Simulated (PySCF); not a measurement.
## Gallium: a sound run and one with changed settings

Sound run: Ga²⁺ [Ar] 3d10 4s1, Ga³⁺ [Ar] 3d10. Calculation: PySCF 2.14, in 6-31G*; no relativity, point nucleus. The sound run starts from symmetry-adapted Hartree-Fock orbitals and uses a fine grid where one is needed.

Changed run: radial step 0.3 in ln r (0.13 in the sound run). This setting is unsound on purpose.

```json
{"species": "Ga²⁺", "method": "UHF", "sound run (hartree)": "-1922.05571", "changed run (hartree)": "-1922.05571", "converged": "yes"}
{"species": "Ga²⁺", "method": "M06-2X", "sound run (hartree)": "-1923.56269", "changed run (hartree)": "-1923.58587", "converged": "yes"}
{"species": "Ga²⁺", "method": "PBE", "sound run (hartree)": "-1923.26390", "changed run (hartree)": "-1923.26559", "converged": "yes"}
{"species": "Ga³⁺", "method": "UHF", "sound run (hartree)": "-1920.98267", "changed run (hartree)": "-1920.98267", "converged": "yes"}
{"species": "Ga³⁺", "method": "M06-2X", "sound run (hartree)": "-1922.44994", "changed run (hartree)": "-1922.46813", "converged": "yes"}
{"species": "Ga³⁺", "method": "PBE", "sound run (hartree)": "-1922.12751", "changed run (hartree)": "-1922.12958", "converged": "yes"}
```

Ionisation energy of Ga²⁺:

| method | sound run (eV) | changed run (eV) |
| --- | --- | --- |
| UHF | 29.199 | 29.199 |
| M06-2X | 30.280 | 30.415 |
| PBE | 30.923 | 30.912 |

A coarse radial grid mis-integrates the density and the exchange-correlation energy, with errors of either sign; Hartree-Fock needs no grid.

For comparison, NIST gives 30.726 eV between the lowest levels.
